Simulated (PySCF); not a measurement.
Computed IR spectrum (relative IR intensity) of a molecule C₃H₇NSi. Coordinates come from a PBE-D3(BJ)/def2-SVP optimisation. One conformer was computed; it need not be the lowest. All values below come from PBE-D3(BJ)/def2-SVP in PySCF. Frequencies are harmonic and unscaled.

Lines under 2 % of the strongest are left out, and lines within 2 cm⁻¹ are merged.

ν (cm⁻¹): 128 (w), 190 (w), 289 (vw), 473 (vw), 514 (w), 562 (vw), 612 (w), 694 (w), 743 (s), 784 (m), 890 (m), 913 (m), 999 (w), 1124 (w), 1205 (w), 1330 (w), 1386 (w), 1389 (w), 1601 (m), 2122 (vs), 2139 (vs), 2962 (w), 2991 (m), 3044 (w), 3073 (w) (against the strongest line: vs over 80 %, s over 45 %, m over 15 %, w over 4 %, vw less)

Q: Which molecule gave these data?
A) N[C@H]1C=C[SiH2]1
B) [SiH3]C1=NCC1
C) CC1=NC[SiH2]1
D) C[SiH2]CC#N

A: C, CC1=NC[SiH2]1
